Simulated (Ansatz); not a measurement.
Cost and result for the atomization energy of `O[B]([SeH])[SnH3]` (9 atoms, 8 bonds).

Z-matrix (Å, degrees):
```
Sn
B 1 2.269
H 1 1.706 2 113.1
H 1 1.707 2 112.8 3 122.5
H 1 1.718 2 108.0 3 -119.0
Se 2 1.941 1 118.7 3 -56.9
O 2 1.353 1 122.5 3 123.1
H 6 1.472 2 95.8 1 -179.8
H 7 0.961 2 114.3 1 -0.3
```

The species carries charge 0 and has multiplicity 1. Correlated methods include outer-core shells of Se, Sn, which these sets cover unevenly. Scalar relativity is left out up to krypton. Sn: def2 effective core potential. Geometry: relaxed with PBE0-D4/def2-TZVP. It is one conformer, not always the lowest. Program: Ansatz. All runs use 4 threads of an Arm Neoverse V1 on a shared host. Times are those of one run each, without the atoms' runs, and a repeat can differ threefold. Electronic energies, without spin–orbit coupling; frozen cores. CCSD(T)/CBS adds CCSD(T) − MP2 in def2-TZVPP to the MP2 limit, and its time is that of the two runs behind it. T1 = 0.013. With those shells the extrapolation isn't a true limit.

CCSD(T)/CBS is a level of theory with its own doubt, some kJ/mol a heavy atom from the limit and from the frozen cores, so smaller differences don't rank the functionals.

```json
{"level": "LDA (SPW92)/def2-TZVPP", "functions": "230", "wall time": "1.4 s", "atomization (kJ/mol)": "3142.8", "difference from CCSD(T)/CBS": "413.9", "per bond": "51.7"}
{"level": "PBE-D4/def2-TZVPP (with forces)", "functions": "230", "wall time": "2.7 s", "atomization (kJ/mol)": "2744.4", "difference from CCSD(T)/CBS": "15.5", "per bond": "1.9"}
{"level": "PBE0-D4/def2-TZVPP", "functions": "230", "wall time": "3.3 s", "atomization (kJ/mol)": "2695.0", "difference from CCSD(T)/CBS": "-33.9", "per bond": "-4.2"}
{"level": "BHLYP-D4/def2-TZVPP", "functions": "230", "wall time": "3.8 s", "atomization (kJ/mol)": "2623.4", "difference from CCSD(T)/CBS": "-105.5", "per bond": "-13.2"}
{"level": "CAM-B3LYP-D4/def2-TZVPP", "functions": "230", "wall time": "4.1 s", "atomization (kJ/mol)": "2714.7", "difference from CCSD(T)/CBS": "-14.2", "per bond": "-1.8"}
{"level": "r2SCANh-D4/def2-TZVPP", "functions": "230", "wall time": "5.5 s", "atomization (kJ/mol)": "2705.4", "difference from CCSD(T)/CBS": "-23.5", "per bond": "-2.9"}
{"level": "B2PLYP/def2-TZVPP", "functions": "230", "wall time": "6.5 s", "atomization (kJ/mol)": "2666.4", "difference from CCSD(T)/CBS": "-62.5", "per bond": "-7.8"}
{"level": "ωB97X-V/def2-TZVPP", "functions": "230", "wall time": "8.5 s", "atomization (kJ/mol)": "2727.2", "difference from CCSD(T)/CBS": "-1.7", "per bond": "-0.2"}
{"level": "B97M-V/def2-TZVPP", "functions": "230", "wall time": "11 s", "atomization (kJ/mol)": "2746.7", "difference from CCSD(T)/CBS": "17.8", "per bond": "2.2"}
{"level": "CCSD(T)/def2-SVP", "functions": "111", "wall time": "11 s", "atomization (kJ/mol)": "2539.2", "difference from CCSD(T)/CBS": "-189.7", "per bond": "-23.7"}
{"level": "MP2/def2-QZVPP", "functions": "435", "wall time": "24 s", "atomization (kJ/mol)": "2711.3", "difference from CCSD(T)/CBS": "-17.6", "per bond": "-2.2"}
{"level": "CCSD(T)/def2-TZVPP", "functions": "230", "wall time": "4.1 min", "atomization (kJ/mol)": "2655.0", "difference from CCSD(T)/CBS": "-73.9", "per bond": "-9.2"}
{"level": "CCSD(T)/CBS(def2)", "functions": "–", "wall time": "4.5 min", "atomization (kJ/mol)": "2728.9", "difference from CCSD(T)/CBS": "0.0", "per bond": "0.0"}
```

From r2SCAN to r2SCAN0 (25 % exact exchange), in def2-TZVPP and without D4, the atomization energy moves by −51.0 kJ/mol: exact exchange takes away binding that semilocal exchange gives to molecules. In def2-TZVPP, CCSD(T) changes the Hartree–Fock value by +749.7 kJ/mol (the triples alone add +47.5 kJ/mol) and MP2 by +762.9 kJ/mol; breaking electron pairs costs correlation energy, which Hartree–Fock lacks. Leaving LDA and LC-ωPBE aside and taking each functional with its dispersion term where it has one, the values spread over 123.3 kJ/mol, from BHLYP-D4 to B97M-V. LDA lies +419.0 kJ/mol from PBE without D4, its usual overbinding.

Spin–orbit coupling would lower the free Sn atoms strongly, and the atomization energy with them, by more than many differences here. For some Ge, Se and Sn compounds the MP2-based and the directly extrapolated limit differ by 10 to 25 kJ/mol.
